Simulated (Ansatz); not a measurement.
`BC1C=N1` + `BN` → `BNB` + `C1=NC1` at 298.15 K and 1 bar (ligand exchange at a B–C bond).

Program: Ansatz. Geometries: PBE0-D4/def2-TZVP. ΔE: electronic, gas phase. CBS: MP2 limit from def2 TZ/QZ plus the TZ coupled-cluster correction, frozen cores. This one scheme is used for every species.

| species | CCSD(T)/CBS energy (Eh) | H − E (kJ/mol) | S (J/(mol·K)) |
| --- | --- | --- | --- |
| `BC1C=N1` | -157.89968 | 161.0 | 278.4 |
| `BN` | -81.93499 | 137.2 | 228.1 |
| `BNB` | -107.34560 | 171.3 | 258.1 |
| `C1=NC1` | -132.51911 | 129.6 | 245.4 |

H − E and S are ideal-gas, rigid-rotor, harmonic terms from PBE0-D4/def2-TZVP, for one conformer and one mirror image of each species. 1 Eh = 2625.50 kJ/mol, R = 8.31446 J/(mol·K).

Task: By hand: ΔE, ΔH, ΔS and ΔG.

Result: ΔE = (-107.34560) + (-132.51911) − (-157.89968) − (-81.93499) = -0.03004 Eh = -78.9 kJ/mol. Δ(H − E) = 171.3 + 129.6 − 161.0 − 137.2 = 2.7, so ΔH = -76.2 kJ/mol. ΔS = 258.1 + 245.4 − 278.4 − 228.1 = -3.0 J/(mol·K). ΔG = -76.2 − 298.15 × (-3.0)/1000 = -75.3 kJ/mol.

Task: By hand: the equilibrium constant, and the temperature at which ΔG would vanish if ΔH and ΔS stayed fixed.

Result: log₁₀ K = −ΔG/(RT ln 10) = 13.2. ΔG = 0 at ΔH/ΔS = 25400 K, far beyond where these terms or the molecules hold.

The number of gas molecules stays the same, so ΔS is small and ΔH decides. A doubt of 5 kJ/mol in ΔE shifts log₁₀ K by 0.9 here. Other conformers and mirror images would add mixing entropy, several J/(mol·K) or more a flexible species. These are equilibria of isolated gas molecules and say nothing of rates. Largest T1 diagnostic: 0.013 (customary marks: 0.02 for closed shells, 0.045 for open ones).
